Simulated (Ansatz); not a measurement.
```yaml
crystal:
  periodic: [false, false, false]
  atoms:
    - {symbol: Si, position_ang: [0.040707, 1.524014, 0.047075]}
    - {symbol: C, position_ang: [-0.579164, -0.246411, 0.226314]}
    - {symbol: C, position_ang: [0.438171, -1.266274, -0.219489]}
    - {symbol: Cl, position_ang: [-0.166437, -2.945128, -0.043290]}
    - {symbol: H, position_ang: [0.371266, 1.813134, -1.374401]}
    - {symbol: H, position_ang: [-1.009383, 2.470694, 0.503661]}
    - {symbol: H, position_ang: [1.266809, 1.726383, 0.865105]}
    - {symbol: H, position_ang: [-0.847664, -0.415542, 1.273444]}
    - {symbol: H, position_ang: [-1.498860, -0.352507, -0.356856]}
    - {symbol: H, position_ang: [0.697027, -1.150686, -1.271922]}
    - {symbol: H, position_ang: [1.352930, -1.214478, 0.370860]}
basis:
  gaussian: {orbitals: x2c-TZVPPall}
magnetization: {spin_polarized: true, initial_magnetization: 3}
hamiltonian: {xc: {name: RPBE}, dispersion: d3bjatm}
scf: {lower_state_search: light}
```

```sh
$ ansatz run in.yaml --threads 4 --pin off --events-out ev --progress --plain --max-ram 10444MiB
```

Problem. How does Ansatz answer? (Best estimate.)

Solution. Ansatz gave: The program refused the input.
```
Error: a molecule whose nuclei and cores have a total charge of 50 cannot have a net charge of 0 together with 3 unpaired electrons
```
